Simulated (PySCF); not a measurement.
H3NOSe, SMILES N[Se]O. The structure is a stationary point at TPSSh-D3(BJ)/def2-TZVP. The values are those of a single conformer.

Problem. Give the equilibrium geometry at TPSSh-D3(BJ)/def2-TZVP (PySCF confirms it by a frequency run) as bond lengths and angles. (Estimate from the structure and the level; the computed values follow.)

Solution. One answer among several that fit: 
Atoms: Se1 O2 H3 N4 H5 H6. Bonded distances (Å): Se1–O2 1.829, Se1–N4 1.809, O2–H3 0.968, N4–H5 1.012, N4–H6 1.013. Angles (°): O2–Se1–N4 105.3, Se1–O2–H3 106.6, Se1–N4–H5 115.2, Se1–N4–H6 114.4, H5–N4–H6 111.9.
Charge 0, spin multiplicity 1.
